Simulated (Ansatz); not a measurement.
Consider the ligand exchange at the Si–S bond: `O[SiH2]S[SiH](Cl)Cl` + NH₃ → `N[SiH](Cl)Cl` + `O[SiH2]S`.

Program: Ansatz. Geometries: PBE0-D4/def2-TZVP. ΔE: electronic, gas phase. CCSD(T)/CBS adds triple-zeta CCSD(T) − MP2 to the extrapolated MP2 energy (def2 sets, frozen cores). This one scheme is used for every species. DFT in def2-TZVPP. B3LYP here is the variant with VWN-RPA as its local correlation; programs differ in this. One conformer a species, not always the lowest.

`O[SiH2]S[SiH](Cl)Cl`:

Cartesian coordinates in Å:
```
O -1.002 -2.067 0.381
Si -1.192 -0.504 0.816
S 0.660 0.440 1.388
Si 1.199 1.084 -0.540
Cl 1.190 -0.482 -1.879
Cl 3.081 1.854 -0.448
H -0.420 -2.243 -0.362
H -1.769 0.315 -0.281
H -2.041 -0.501 2.022
H 0.293 2.104 -1.097
```

NH₃:

Z-matrix (Å, degrees):
```
N
H 1 1.013
H 1 1.013 2 107.1
H 1 1.013 2 107.1 3 -114.5
```

`N[SiH](Cl)Cl`:

Z-matrix (Å, degrees):
```
Si
Cl 1 2.041
Cl 1 2.056 2 107.0
N 1 1.692 2 107.5 3 124.1
H 1 1.472 2 110.9 3 -115.5
H 4 1.007 1 120.6 2 -43.0
H 4 1.008 1 120.1 2 169.5
```

`O[SiH2]S`:

Z-matrix (Å, degrees):
```
Si
S 1 2.133
O 1 1.642 2 113.5
H 1 1.478 2 111.7 3 117.8
H 1 1.484 2 102.9 3 -122.0
H 2 1.344 1 94.6 3 -65.2
H 3 0.959 1 117.2 2 -51.2
```

(1) Is it downhill or uphill in electronic energy at CCSD(T)/CBS, and by how much? (An estimate is asked.)

(2) What do these levels give: PBE-D4, r2SCAN-D4, PBE, r2SCAN, PBE0, B3LYP, HF/def2-TZVPP, MP2/def2-TZVPP, SCS-MP2/def2-TZVPP, CCSD/def2-TZVPP, MP2/def2-QZVPP, CCSD/CBS(def2)? (Best estimate.)

Largest T1 diagnostic among the species: 0.011.

Results:

(1) Ansatz gave: Uphill: ΔE = +0.06 eV.

(2) Ansatz gave: PBE-D4 0.15, r2SCAN-D4 0.06, PBE 0.05, r2SCAN 0.04, PBE0 0.02, B3LYP -0.11, HF/def2-TZVPP -0.23, MP2/def2-TZVPP 0.08, SCS-MP2/def2-TZVPP 0.00, CCSD/def2-TZVPP -0.04, MP2/def2-QZVPP 0.10, CCSD/CBS(def2) 0.01 eV.

In def2-TZVPP, CCSD(T) changes the Hartree–Fock value by +0.24 eV (the triples alone add +0.06 eV) and MP2 by +0.31 eV. The D4 term adds +0.15 eV with B3LYP and +0.09 eV with PBE0; it sums over pairs of atoms, weighted by their polarisabilities, and B3LYP, whose exchange is more repulsive, gets the larger term.
